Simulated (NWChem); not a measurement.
System: CdGeH₃I; SMILES [GeH3][Cd][I]

Results from NWChem. Medium grid unless said otherwise, to which SCAN and Minnesota functionals are sensitive. Geometry: optimised at PBE0/def2-SVP. Not confirmed as a minimum by frequencies. def2 effective core potentials on Cd, I; no spin-orbit coupling. Hybrids' shares of exact exchange are those that their runs print; pure functionals count as 0. The functionals differ in more than this share.

```csv
row,share of exact exchange,orbital gap (eV)
PBE/def2-SVP,0.00,4.13
RPBE/def2-SVP,0.00,4.17
B3LYP/def2-SVP,0.20,withheld
M06-2X/def2-SVP,0.54,7.72
Hartree-Fock/def2-SVP,1.00,10.92
```

Task: Fit a straight line of the last column on the one before it, predict the withheld value, and compare with the run.

Result: 
1. Means of the 4 shown rows: x = 0.385, y = 6.735. Slope Σ(x − x̄)(y − ȳ)/Σ(x − x̄)² = 4.717/0.6987 = 6.751; intercept 4.136.
2. The shown rows scatter about the line by 0.039 (root mean square); the largest residual is -0.06, at M06-2X/def2-SVP.
3. At x = 0.20 (B3LYP/def2-SVP; inside the shown range) the line gives 5.49.
4. The run gives 5.47, -0.02 from the line, 0.5 times the scatter.
